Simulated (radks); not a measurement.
Au26+, configuration [Kr] 4d10 4f7 (the NIST ground configuration).

All-electron calculation, scalar-relativistic Kohn-Sham, PBE, spin-polarised, spherical densities, finite nucleus; open shells are filled with parallel spins first (spin-orbit coupling, left out, can overturn this in heavy ions); Fermi nuclear charge, rms radius 5.4371 fm. Program: a radial shooting solver on a logarithmic mesh with Libxc functionals.

Energy parts (eV):
part                       energy
total                  -508884.16
kinetic                 569998.57
electron-nucleus      -1221547.13
Hartree                 151663.38
exchange-correlation     -8998.98

Orbitals (lengths in bohr, moments of r in powers of bohr; r(90%) holds 90 % of the orbital's charge):
| orbital | occ. | eigenvalue (eV) | r(90%) | <r^2> | <r^4> |
|---|---|---|---|---|---|
| 1s down | 1 | -81564.54 | 0.0308 | 0.0003933 | 4.249e-07 |
| 1s up | 1 | -81564.51 | 0.0308 | 0.0003933 | 4.249e-07 |
| 2s up | 1 | -15068.77 | 0.111 | 0.005997 | 0.00006228 |
| 2s down | 1 | -15068.52 | 0.111 | 0.005996 | 0.00006226 |
| 2p up | 3 | -13142.44 | 0.105 | 0.005047 | 0.00005053 |
| 2p down | 3 | -13142.25 | 0.105 | 0.005047 | 0.00005051 |
| 3s up | 1 | -4184.237 | 0.269 | 0.03856 | 0.002234 |
| 3s down | 1 | -4176.721 | 0.269 | 0.03847 | 0.002224 |
| 3p up | 3 | -3624.803 | 0.276 | 0.03958 | 0.002447 |
| 3p down | 3 | -3617.167 | 0.276 | 0.03947 | 0.002434 |
| 3d up | 5 | -3026.978 | 0.259 | 0.03276 | 0.001874 |
| 3d down | 5 | -3021.165 | 0.259 | 0.03263 | 0.001859 |
| 4s up | 1 | -1504.491 | 0.563 | 0.1755 | 0.04363 |
| 4s down | 1 | -1492.792 | 0.564 | 0.1760 | 0.04392 |
| 4p up | 3 | -1313.349 | 0.597 | 0.1952 | 0.05483 |
| 4p down | 3 | -1302.208 | 0.598 | 0.1959 | 0.05530 |
| 4d up | 5 | -1086.706 | 0.627 | 0.2084 | 0.06535 |
| 4d down | 5 | -1075.706 | 0.629 | 0.2097 | 0.06623 |
| 4f up | 7 | -840.6535 | 0.637 | 0.2012 | 0.06777 |
| 4f down | 0 | -828.5126 | 0.642 | 0.2037 | 0.06975 |
| 5s up | 0 | -736.9140 | 1.04 | 0.6251 | 0.5266 |
| 5s down | 0 | -731.3718 | 1.05 | 0.6301 | 0.5346 |
| 5p up | 0 | -663.6740 | 1.11 | 0.7074 | 0.6777 |
| 5p down | 0 | -658.6844 | 1.12 | 0.7130 | 0.6880 |

The highest occupied level is 4f up at -840.65 eV. For comparison, the ionisation energy in NIST's Atomic Spectra Database is 870 eV (theoretical). In exact Kohn-Sham theory the highest level is minus the ionisation energy, but local and semilocal functionals leave it too shallow, through self-interaction and a potential that decays too fast; potentials with the right tail come closer. The density falls to 0.001 e/bohr^3 at r = 1.28 bohr. Spin moment in Bohr magnetons: 7. The spin density at the nucleus is -50.07 e/bohr^3 (1s 0.17, 2s -8.82, 3s -94.80, 4s 53.38). Summed over all electrons, <r^2> = 5.708 bohr^2, which gives a Langevin (diamagnetic) susceptibility term of -4.52 x 10^-6 cm^3/mol.
